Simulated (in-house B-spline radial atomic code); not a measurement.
Ionisation energies along the 11-electron series, configuration [Ne] 3s1, as differences of self-consistent energies. NIST's values go from ground level to ground level; the uncertainty of those that are theory runs from under 0.1 % in few-electron ions to several per cent in heavy many-electron ones. Computed with a B-spline radial code for spherical atoms: non-relativistic Hartree-Fock, average of the configuration, point nuclei.

This level leaves out relativity, spin-orbit splitting included, which matters for heavy ions.

```json
{"ion": "Br24+", "configuration after": "[He] 2s2 2p6", "ionisation energy (eV)": "1102.5", "IE/(q+1)² (eV)": "1.7641", "-ε less Coulomb ΔSCF (eV)": "0.063406", "tabulated value (eV)": "1119.17", "tabulated kind": "semi-empirical", "computed minus tabulated (eV)": "-16.6"}
{"ion": "Kr25+", "configuration after": "[He] 2s2 2p6", "ionisation energy (eV)": "?", "IE/(q+1)² (eV)": "?", "-ε less Coulomb ΔSCF (eV)": "?", "tabulated value (eV)": "?", "tabulated kind": "semi-empirical", "computed minus tabulated (eV)": "?"}
{"ion": "Rb26+", "configuration after": "[He] 2s2 2p6", "ionisation energy (eV)": "1273.1", "IE/(q+1)² (eV)": "1.7463", "-ε less Coulomb ΔSCF (eV)": "0.064588", "tabulated value (eV)": "1294.57", "tabulated kind": "semi-empirical", "computed minus tabulated (eV)": "-21.5"}
{"ion": "Sr27+", "configuration after": "[He] 2s2 2p6", "ionisation energy (eV)": "1362.9", "IE/(q+1)² (eV)": "1.7383", "-ε less Coulomb ΔSCF (eV)": "0.065128", "tabulated value (eV)": "1387.19", "tabulated kind": "semi-empirical", "computed minus tabulated (eV)": "-24.3"}
{"ion": "Zr29+", "configuration after": "[He] 2s2 2p6", "ionisation energy (eV)": "1551.5", "IE/(q+1)² (eV)": "1.7239", "-ε less Coulomb ΔSCF (eV)": "0.066123", "tabulated value (eV)": "1582.37", "tabulated kind": "semi-empirical", "computed minus tabulated (eV)": "-30.8"}
{"ion": "Nb30+", "configuration after": "[He] 2s2 2p6", "ionisation energy (eV)": "1650.4", "IE/(q+1)² (eV)": "1.7174", "-ε less Coulomb ΔSCF (eV)": "0.066581", "tabulated value (eV)": "1684.97", "tabulated kind": "semi-empirical", "computed minus tabulated (eV)": "-34.5"}
{"ion": "Mo31+", "configuration after": "[He] 2s2 2p6", "ionisation energy (eV)": "1752.3", "IE/(q+1)² (eV)": "1.7113", "-ε less Coulomb ΔSCF (eV)": "0.067017", "tabulated value (eV)": "1790.93", "tabulated kind": "semi-empirical", "computed minus tabulated (eV)": "-38.6"}
{"ion": "Tc32+", "configuration after": "[He] 2s2 2p6", "ionisation energy (eV)": "1857.3", "IE/(q+1)² (eV)": "1.7055", "-ε less Coulomb ΔSCF (eV)": "0.06743", "tabulated value (eV)": "1900.28", "tabulated kind": "semi-empirical", "computed minus tabulated (eV)": "-43.0"}
{"ion": "Ru33+", "configuration after": "[He] 2s2 2p6", "ionisation energy (eV)": "1965.2", "IE/(q+1)² (eV)": "1.7", "-ε less Coulomb ΔSCF (eV)": "0.067824", "tabulated value (eV)": "2013.04", "tabulated kind": "semi-empirical", "computed minus tabulated (eV)": "-47.8"}
{"ion": "Rh34+", "configuration after": "[He] 2s2 2p6", "ionisation energy (eV)": "2076.2", "IE/(q+1)² (eV)": "1.6949", "-ε less Coulomb ΔSCF (eV)": "0.068199", "tabulated value (eV)": "2129.22", "tabulated kind": "semi-empirical", "computed minus tabulated (eV)": "-53.0"}
{"ion": "Pd35+", "configuration after": "[He] 2s2 2p6", "ionisation energy (eV)": "2190.2", "IE/(q+1)² (eV)": "1.69", "-ε less Coulomb ΔSCF (eV)": "0.068557", "tabulated value (eV)": "2248.87", "tabulated kind": "semi-empirical", "computed minus tabulated (eV)": "-58.7"}
{"ion": "Ag36+", "configuration after": "[He] 2s2 2p6", "ionisation energy (eV)": "?", "IE/(q+1)² (eV)": "?", "-ε less Coulomb ΔSCF (eV)": "?", "tabulated value (eV)": "?", "tabulated kind": "semi-empirical", "computed minus tabulated (eV)": "?"}
{"ion": "Cd37+", "configuration after": "[He] 2s2 2p6", "ionisation energy (eV)": "?", "IE/(q+1)² (eV)": "?", "-ε less Coulomb ΔSCF (eV)": "?", "tabulated value (eV)": "?", "tabulated kind": "semi-empirical", "computed minus tabulated (eV)": "?"}
{"ion": "In38+", "configuration after": "[He] 2s2 2p6", "ionisation energy (eV)": "2550.4", "IE/(q+1)² (eV)": "1.6768", "-ε less Coulomb ΔSCF (eV)": "0.069538", "tabulated value (eV)": "2628.77", "tabulated kind": "semi-empirical", "computed minus tabulated (eV)": "-78.4"}
{"ion": "Sn39+", "configuration after": "[He] 2s2 2p6", "ionisation energy (eV)": "2676.5", "IE/(q+1)² (eV)": "1.6728", "-ε less Coulomb ΔSCF (eV)": "0.069837", "tabulated value (eV)": "2762.49", "tabulated kind": "semi-empirical", "computed minus tabulated (eV)": "-86.0"}
{"ion": "Sb40+", "configuration after": "[He] 2s2 2p6", "ionisation energy (eV)": "2805.6", "IE/(q+1)² (eV)": "1.669", "-ε less Coulomb ΔSCF (eV)": "0.070124", "tabulated value (eV)": "2900", "tabulated kind": "semi-empirical", "computed minus tabulated (eV)": "-94.4"}
```

(1) Fill in the row of Kr25+.

(2) Fill in the row of Ag36+.

(3) Fill in the row of Cd37+.

(4) How far is this level of theory from the measured and semi-empirical values?

Results:

(1) ionisation energy (eV): 1186.3; IE/(q+1)² (eV): 1.7549; -ε less Coulomb ΔSCF (eV): 0.064015; tabulated value (eV): 1205.23; computed minus tabulated (eV): -18.9.

(2) ionisation energy (eV): 2307.2; IE/(q+1)² (eV): 1.6853; -ε less Coulomb ΔSCF (eV): 0.068898; tabulated value (eV): 2371.99; computed minus tabulated (eV): -64.8.

(3) ionisation energy (eV): 2427.3; IE/(q+1)² (eV): 1.6809; -ε less Coulomb ΔSCF (eV): 0.069225; tabulated value (eV): 2498.62; computed minus tabulated (eV): -71.3.

(4) Over those 16 rows the differences run from -94.4 to -16.6 eV (mean absolute value 49 eV). The calculation leaves out relativity, correlation and, in open shells, the multiplet splittings that an average leaves out.
